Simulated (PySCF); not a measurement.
Working out the ionisation energy of Ca

Ca [Ar] 4s2 (1S) → Ca+ [Ar] 4s1 (2S). Computed with PySCF 2.14 in aug-cc-pwCVTZ-X2C with one added diffuse shell each of s, p, d, f type (10s9p7d4f, 100 functions), with the spin-free X2C one-electron Hamiltonian (Gaussian nucleus). Frozen: [Ne]. Energies in hartree (1 hartree = 27.21139 eV):

```json
{"part": "UHF", "Ca (lower)": "-679.636724", "Ca+ (upper)": "-679.447951"}
{"part": "CCSD correlation", "Ca (lower)": "-0.273989", "Ca+ (upper)": "-0.241571"}
{"part": "(T)", "Ca (lower)": "-0.008167", "Ca+ (upper)": "-0.005733"}
```

What does Hartree-Fock give?

(-679.447951) − (-679.636724) = 0.188773 hartree = 5.137 eV.

What do CCSD and CCSD(T) give?

The CCSD correlation energies differ by 0.032418 hartree = 0.882 eV and the triples by 0.002434 hartree = 0.066 eV, so CCSD gives 6.019 eV and CCSD(T) 6.085 eV.

Measured between the centres of the two terms (NIST): 6.113 eV, so CCSD(T) (valence and next inner shell) is off by -0.028 eV.

What remains against the reference includes basis incompleteness, the frozen core and higher excitations.
